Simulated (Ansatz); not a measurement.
Basis-set extrapolation for C₂H₅FO₂Si (`CC(=O)O[SiH2]F`) (PBE0-D4/def2-TZVP geometry, frozen core, Ansatz). Multiplicity 1, RHF reference.

```
                      def2-TZVPP   def2-QZVPP
                 HF  -617.036821  -617.061794
    MP2 correlation    -1.156014    -1.248717
CCSD(T) correlation    -1.227508      not run
```

Energies in hartree. Use E(X) = E(∞) + A·exp(−7.88·√X) for Hartree–Fock and E(X) = E(∞) + B·X^(−2.97) for correlation, with X = 3 and 4, and add CCSD(T) minus MP2 of the smaller set to the MP2 limit.

Question: What is the CCSD(T) energy at the basis-set limit?

Answer: HF limit: -617.061794 + (-0.024973) × 0.13774 = -617.06523. MP2 limit: -1.248717 + (-0.092703) × 0.74074 = -1.31739. Higher-order term: -1.227508 − (-1.156014) = -0.07149. Total: -618.45411 hartree, 498.3 kJ/mol below CCSD(T)/def2-TZVPP.
